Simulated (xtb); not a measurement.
I₄Ta (SMILES [I][Ta+]([I])([I])[I]), charge +1, singlet, geometry from GFN2-xTB (such geometries of metal compounds can be far from the true shape) (the multiplicity is a formal guess). Base run: GFN2-xTB (xtb).

Here is a job for xtb.
```
$ xtb mol.xyz --gfn 2 --chrg 1 --json

# file mol.xyz
5

Ta    -0.00000000     0.00000000     0.00000000
I      2.11003522    -0.60975355    -1.50846892
I      0.78869445     0.38742437     2.51543036
I     -1.14079482     2.22296751    -0.92548858
I     -1.75793485    -2.00063833    -0.08147287
```

Each row names what was changed in the base input (with any setting that the change needs).

| change | ΔE vs base (kJ/mol) | HOMO-LUMO gap (eV) | G_solv (kcal/mol) | SCF cycles |
|---|---|---|---|---|
| base | 0.00 | 2.12 | - | 13 |
| file = coord | 0.00 | 2.12 | - | 13 |
| gbsa = water | -228.0 | 2.26 | -55.99 | 12 |
| acc = 0.1 | 0.00 | 2.12 | - | 15 |
| alpb = dmf | (withheld) | (withheld) | (withheld) | 12 |
| acc = 1000 | 0.03 | 2.13 | - | 10 |

Q: What belongs in the gaps?

A: 
- alpb = dmf, ΔE vs base (kJ/mol): -232.7
- alpb = dmf, HOMO-LUMO gap (eV): 2.19
- alpb = dmf, G_solv (kcal/mol): -56.00

ALPB and GBSA are two models with their own fitted parameters for each solvent, which aren't always the measured dielectric constant.
